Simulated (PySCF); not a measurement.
Can point charges reproduce the dipole moment of `C#C[C@@H](C[SiH3])C[SiH2]C=C`?

Coordinates (GFN2-xTB, Å) and charges (e) from the PBE0/pcSseg-1 density (PySCF):

| atom | x | y | z | Mulliken | IAO | Hirshfeld | ESP-fitted |
| --- | --- | --- | --- | --- | --- | --- | --- |
| C1 | -0.458 | 0.738 | -2.548 | -0.3829 | -0.2551 | -0.1125 | -0.3679 |
| C2 | -0.496 | 0.341 | -1.419 | +0.2680 | -0.0345 | -0.0280 | -0.1581 |
| C3 | -0.566 | -0.204 | -0.077 | -0.3131 | -0.1031 | -0.0103 | +0.4720 |
| C4 | -2.031 | -0.443 | 0.316 | -0.4429 | -0.5219 | -0.1503 | -0.4338 |
| Si5 | -3.075 | 1.145 | 0.387 | +0.5154 | +0.5986 | +0.3078 | +0.4000 |
| C6 | 0.251 | -1.502 | -0.006 | -0.4504 | -0.5242 | -0.1527 | -0.5249 |
| Si7 | 2.122 | -1.235 | -0.263 | +0.7239 | +0.7517 | +0.3351 | +0.5091 |
| C8 | 2.704 | -0.055 | 1.088 | -0.5009 | -0.4240 | -0.1362 | -0.3357 |
| C9 | 2.821 | 1.256 | 0.943 | -0.1513 | -0.2781 | -0.0806 | -0.3093 |
| H10 | -0.415 | 1.106 | -3.529 | +0.0392 | +0.2000 | +0.0909 | +0.2845 |
| H11 | -0.129 | 0.528 | 0.615 | +0.1659 | +0.1532 | +0.0401 | +0.0165 |
| H12 | -2.473 | -1.150 | -0.390 | +0.1430 | +0.1487 | +0.0400 | +0.1279 |
| H13 | -2.049 | -0.929 | 1.295 | +0.1413 | +0.1445 | +0.0421 | +0.1083 |
| H14 | -3.139 | 1.779 | -0.928 | -0.0686 | -0.1104 | -0.0782 | -0.0939 |
| H15 | -4.423 | 0.787 | 0.838 | -0.0922 | -0.1193 | -0.0806 | -0.1076 |
| H16 | -2.469 | 2.066 | 1.353 | -0.0882 | -0.1236 | -0.0799 | -0.1149 |
| H17 | 0.083 | -1.961 | 0.972 | +0.1388 | +0.1431 | +0.0406 | +0.1272 |
| H18 | -0.135 | -2.203 | -0.750 | +0.1427 | +0.1489 | +0.0389 | +0.1398 |
| H19 | 2.809 | -2.525 | -0.103 | -0.0892 | -0.1242 | -0.0826 | -0.1279 |
| H20 | 2.390 | -0.675 | -1.589 | -0.0672 | -0.1156 | -0.0778 | -0.0943 |
| H21 | 2.931 | -0.482 | 2.059 | +0.1273 | +0.1499 | +0.0410 | +0.1671 |
| H22 | 3.130 | 1.908 | 1.746 | +0.1188 | +0.1486 | +0.0481 | +0.1624 |
| H23 | 2.613 | 1.738 | 0.001 | +0.1227 | +0.1467 | +0.0455 | +0.1534 |

Q: Compute μ = Σ q r for each scheme (1 e·Å = 4.803 D) and compare with the dipole of the full density.

A: The full density gives (0.00, -0.33, 0.51) D, 0.61 D in size; dipole vectors point from the negative to the positive end.

```json
{"scheme": "Mulliken", "μx": "-0.08", "μy": "-0.96", "μz": "1.80", "size (D)": "2.04", "share of the full size (%)": "337", "angle to the full dipole (°)": "6"}
{"scheme": "IAO", "μx": "0.05", "μy": "-0.14", "μz": "0.00", "size (D)": "0.15", "share of the full size (%)": "24", "angle to the full dipole (°)": "59"}
{"scheme": "Hirshfeld", "μx": "0.23", "μy": "-0.16", "μz": "0.18", "size (D)": "0.34", "share of the full size (%)": "55", "angle to the full dipole (°)": "44"}
{"scheme": "ESP-fitted", "μx": "0.00", "μy": "-0.33", "μz": "0.49", "size (D)": "0.60", "share of the full size (%)": "99", "angle to the full dipole (°)": "1"}
```

Q: Which set comes closest?

A: Length of the difference vector: ESP-fitted 0.01 D, Hirshfeld 0.43 D, IAO 0.54 D, Mulliken 1.44 D. Closest: ESP-fitted. ESP charges are fitted to the potential around the molecule, whose slowest-falling term is the dipole's. 

Q: What is left for the Hirshfeld atoms' own dipoles?

A: The Hirshfeld atoms' densities add up to the full density, so μ = Σ q r + Σ (atomic dipoles). The atomic dipoles sum to (0.00, -0.33, 0.51) − (0.23, -0.16, 0.18) = (-0.23, -0.17, 0.33) D, 0.43 D in size.

Q: With the origin at the mean of the coordinates, (0.000, 0.001, 0.000) Å, which are the largest single terms, by size, of the Hirshfeld dipole along the direction of the full one?

A: H10 -1.55, C1 +1.37, Si7 +0.76, H14 +0.67, C8 -0.63 D; all 23 atoms together +0.24 D. The single terms depend on the origin, their sum doesn't.

Q: Give the size of the full dipole in other units.

A: 0.61 D = 0.238 au = 0.126 e·Å = 2.02 × 10⁻³⁰ C·m.

Isolated species at its GFN2-xTB geometry (one conformer only).

The values belong to the conformer `[CH:1]#[C:2][C@@H:3]([CH2:4][SiH3:5])[CH2:6][SiH2:7][CH:8]=[CH2:9]`: C2–C3–C4–Si5 -63°, C2–C3–C6–Si7 66°, C3–C6–Si7–C8 59°, C6–Si7–C8–C9 -95°.
